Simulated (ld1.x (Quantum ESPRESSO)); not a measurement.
What the settings do to the TM potential of sulfur

Base potential:

- Element: S
- Generator: ld1.x (Quantum ESPRESSO) 7.5
- Type: norm-conserving Troullier–Martins (Kleinman–Bylander form)
- Functional: PBE
- Relativity: scalar-relativistic
- Frozen core: [Ne]
- Valence charge: 6
- Reference configuration: 3s1.5 3p4.5
- Partial waves: 3p (bound): rc 1.55 bohr; 3s (bound): rc 1.45 bohr
- Local potential: the s channel
- Core correction: a·sin(br)/r model core inside 1.00 bohr

All-electron outer shells of the reference configuration (PBE, scalar-relativistic, ld1.x):

```json
{"shell": "2s", "level (eV)": "-212.44", "outermost node (bohr)": "0.13", "outermost maximum (bohr)": "0.39"}
{"shell": "2p", "level (eV)": "-157.23", "outermost node (bohr)": "–", "outermost maximum (bohr)": "0.33"}
{"shell": "3s", "level (eV)": "-17.60", "outermost node (bohr)": "0.60", "outermost maximum (bohr)": "1.40"}
{"shell": "3p", "level (eV)": "-7.29", "outermost node (bohr)": "0.58", "outermost maximum (bohr)": "1.59"}
```

Cutoffs, loose and tight: the cutoffs (Ry, on a coarse ladder) from which the occupation-weighted sum of valence levels, in a spherical-Bessel basis at the reference potential, stays within 10 and 1 mRy of its value at 400 Ry. They do not see the model core or the augmentation charge, which bear on the density cutoff. Test errors are all-electron minus pseudo excitation energies from the reference, over the configurations 3s2 3p4; 3s2 3p3; 3s2 3p2; 3s2 3p3.5; 3s2 3p0; 3s2 3p1; 3s1 3p4. A dash means not determined; rows that change the core or the reference have their own tests.

```tsv
change	outcome	cutoff, loose	cutoff, tight	bound ghosts	largest test error (meV)
base	generated	35 Ry	60 Ry	none	+201
wave 3p (bound): rc 1.55 bohr becomes 3p (bound): rc 1.04 bohr	generated	120 Ry	260 Ry	none	+138
wave 3p (bound): rc 1.55 bohr becomes 3p (bound): rc 1.26 bohr	generated	55 Ry	110 Ry	none	+166
wave 3p (bound): rc 1.55 bohr becomes 3p (bound): rc 1.56 bohr	generated	35 Ry	60 Ry	none	+202
wave 3p (bound): rc 1.55 bohr becomes 3p (bound): rc 1.76 bohr	generated	30 Ry	55 Ry	none	+190
wave 3p (bound): rc 1.55 bohr becomes 3p (bound): rc 2.02 bohr	generated	25 Ry	55 Ry	none	+146
wave 3p (bound): rc 1.55 bohr becomes 3p (bound): rc 2.26 bohr	generated	25 Ry	55 Ry	none	+87
```

Reading the sweep of the p radius (base included, trends over the rows without a ghost): The loose cutoff falls from 120 Ry at 1.04 to 25 Ry at 2.26 bohr. A larger radius leaves more room for a smooth pseudo-wave, so fewer plane waves are needed; a smaller one forces it to follow the all-electron wave where it bends sharply. The median size of the test errors (rows with all tests solved) is not monotonic: lowest 4.1 meV at 1.56 bohr, highest 7.0 meV at 1.04 bohr.
